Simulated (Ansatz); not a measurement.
SeCl3, SMILES Cl[Se](Cl)Cl, multiplicity 2.

Geometry: ωB97X-D3(BJ)/def2-SVP. The multiplicity is an assumed one; other spin states were not compared. The isomer is the one that the SMILES or the coordinates give; other isomers of the formula were not compared.

Two levels are set side by side: PBE/def2-SVPD (Ansatz, a quantum-chemistry and plane-wave program) and CAM-B3LYP/def2-SVPD (Ansatz). Energy differences of separate SCF runs at the same geometry; the states with an electron removed or added have multiplicity 1 and 1. Differences are taken from unrounded values.

```csv
quantity,CAM-B3LYP
vertical ionisation energy (eV),9.90
vertical electron affinity (eV),3.22
```

What does PBE give, and how far is it from CAM-B3LYP? (An estimate is asked for; the answer gives what the named calculation found.)


```
quantity                          PBE  PBE minus CAM-B3LYP
-------------------------------  ----  -------------------
vertical ionisation energy (eV)  9.31                -0.59
vertical electron affinity (eV)  2.87                -0.35
```
